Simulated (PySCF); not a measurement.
A small calculation by hand: chemical shift, span and skew from a shielding tensor

GeSe, SMILES [Ge]=[Se] (connectivity only; charge and spin as stated), neutral, multiplicity 1. Atoms are numbered in the order given.

```xyz
2

Ge     0.0000     0.0000    -1.1111
Se     0.0000     0.0000     1.0458
```

Geometry: B3LYP-D3(BJ)/def2-TZVP.

GIAO shieldings from KT2/pcSseg-2 run with PySCF, non-relativistic, no solvent. The symmetric part of the tensor of Se2 has the principal values -1304.4, -1304.4, 3013.2 ppm. The same nucleus in Me2Se has σ = 1704.9 ppm at this level (PySCF, at its B3LYP-D3(BJ)/def2-TZVP geometry).

Task: Work out the isotropic shielding, the ⁷⁷Se shift against Me2Se, the span and the skew.

Result: 
σ(iso) = (σ11 + σ22 + σ33)/3 = 134.8 ppm. δ = σ(ref) − σ(iso) = 1704.9 − (134.8) = 1570.1 ppm.
Span Ω = σ33 − σ11 = 4317.6 ppm. Skew κ = 3(σ(iso) − σ22)/Ω = 1.00, an axial tensor. Tumbling in solution averages the tensor to δ; in a static solid the shielding alone would spread this spin-1/2 line over Ω.
